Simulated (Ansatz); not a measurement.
Computed with Ansatz on PBE0-D4/def2-TZVP structures; ΔE is electronic, products minus reactants. CCSD(T)/CBS is the MP2 limit (def2-TZVPP, def2-QZVPP) plus CCSD(T) − MP2 in def2-TZVPP, frozen cores. This one scheme is used for every species, atoms too. DFT in def2-TZVPP. Open shells (•) are unrestricted, without spin–orbit coupling. Spin–orbit coupling would lower the free atoms: a little for Al, C, Si. Each species was taken in one conformer, which may not be the lowest.

Consider the atomization: `C[SiH](N)[CH2][AlH2]` → Al• + 2 C• + 10 H• + N• + Si•.

```tsv
level	ΔE (eV)
B2PLYP	52.79
PBE0	52.93
SCS-MP2/def2-TZVPP	52.57
CCSD/CBS(def2)	52.91
```

Problem. What does CCSD(T)/CBS give? (Best estimate.)

Solution. Computed: +53.50 eV. The listed levels differ from it by -0.71, -0.57, -0.93, -0.59 eV.

Largest T1 diagnostic among the species: 0.018.

From PBE to PBE0 (25 % exact exchange), in def2-TZVPP and without D4, ΔE moves by −0.39 eV: exact exchange takes away binding that semilocal exchange gives to molecules. At CCSD(T), def2-SVP lies −3.27 eV from the extrapolated value and def2-TZVPP −1.37 eV: correlation converges slowly with the basis, and small sets miss more of it in the bonded molecule than in its fragments.

For atomizations the MP2-based limit and the directly extrapolated one differ by several kJ/mol either way, and by 10 to 25 for some Ge, Se and Sn compounds, so smaller differences from it don't rank the levels.
